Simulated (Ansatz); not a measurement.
Cost and result for the atomization energy of C4H12S4Sn, SMILES `C[S][Sn]([S]C)([S]C)[S]C` (21 atoms, 20 bonds).

Cartesian coordinates in Å:
```
C -1.3257 2.4426 -1.5743
S -0.1353 1.1649 -2.0852
Sn 0.0003 0.0029 -0.0006
S -2.1455 -0.8081 0.6719
C -2.4765 -1.8519 -0.7812
S 0.7482 1.4527 1.7466
C 2.3499 1.9095 1.0140
S 1.5334 -1.8004 -0.3353
C 1.4523 -2.5015 1.3417
H -1.4949 3.0710 -2.4487
H -0.9244 3.0547 -0.7671
H -2.2718 1.9987 -1.2655
H -1.7295 -2.6391 -0.8791
H -2.5083 -1.2578 -1.6940
H -3.4537 -2.3056 -0.6163
H 2.2157 2.4222 0.0619
H 2.9838 1.0341 0.8756
H 2.8276 2.5881 1.7206
H 1.7920 -1.7822 2.0864
H 0.4421 -2.8320 1.5821
H 2.1203 -3.3628 1.3465
```

Charge 0, multiplicity 1. Correlated methods include outer-core shells of Sn, which these sets cover unevenly. Sn takes the def2 core potential. The structure was optimised at the PBE0-D4/def2-TZVP level. It is one conformer, not always the lowest. Program: Ansatz. All runs use 4 threads of an AMD EPYC 7R13 on a shared host and a share of an NVIDIA H100 80 GB. Times are those of one run each, without the atoms' runs, and a repeat can differ threefold. Electronic energies, without spin–orbit coupling; frozen cores. CCSD(T)/CBS adds CCSD(T) − MP2 in def2-TZVPP to the MP2 limit, and its time is that of the two runs behind it. T1 = 0.012. With those shells the extrapolation isn't a true limit. B3LYP takes the VWN-RPA correlation (the form of Gaussian; ORCA's B3LYP/G). HSE06 is the plane-wave form, built on full-range PBE exchange.

CCSD(T)/CBS is a level of theory with its own doubt, some kJ/mol a heavy atom from the limit and from the frozen cores, so smaller differences don't rank the functionals.

```tsv
level	functions	wall time	atomization (kcal/mol)	difference from CCSD(T)/CBS	per bond
PBE0-D4/def2-TZVPP	510	2.9 s	1779.6	4.9	0.2
PBE-D4/def2-TZVPP (with forces)	510	3.9 s	1804.3	29.6	1.5
BHLYP-D4/def2-TZVPP	510	4 s	1722.1	-52.6	-2.6
B3LYP-D4/def2-TZVPP (with forces)	510	4.2 s	1764.3	-10.4	-0.5
HSE06-D4/def2-TZVPP	510	4.3 s	1780.7	6.0	0.3
CCSD(T)/def2-SVP	214	4.3 s	1654.1	-120.6	-6.0
PBE-QIDH/def2-TZVPP	510	4.5 s	1761.1	-13.6	-0.7
B2PLYP/def2-TZVPP	510	4.6 s	1737.6	-37.1	-1.9
B97M-V/def2-TZVPP	510	4.8 s	1784.0	9.3	0.5
CAM-B3LYP-D4/def2-TZVPP	510	5.5 s	1763.1	-11.6	-0.6
MP2/def2-QZVPP	950	6.5 s	1773.2	-1.5	-0.1
CCSD(T)/def2-TZVPP	510	61 s	1720.7	-54.0	-2.7
CCSD(T)/CBS(def2)	–	67 s	1774.7	0.0	0.0
```

At CCSD(T), def2-SVP lies −120.6 kcal/mol from the extrapolated value and def2-TZVPP −53.9 kcal/mol: correlation converges slowly with the basis, and small sets miss more of it in the bonded molecule than in its fragments. In def2-TZVPP, CCSD(T) changes the Hartree–Fock value by +445.8 kcal/mol (the triples alone add +31.0 kcal/mol) and MP2 by +466.7 kcal/mol; breaking electron pairs costs correlation energy, which Hartree–Fock lacks. The D4 term adds +29.4 kcal/mol with B3LYP and +16.2 kcal/mol with PBE0; it sums over pairs of atoms, weighted by their polarisabilities, and B3LYP, whose exchange is more repulsive, gets the larger term.

Spin–orbit coupling would lower the free Sn atoms strongly, and the atomization energy with them, by more than many differences here. For some Ge, Se and Sn compounds the MP2-based and the directly extrapolated limit differ by 10 to 25 kJ/mol.
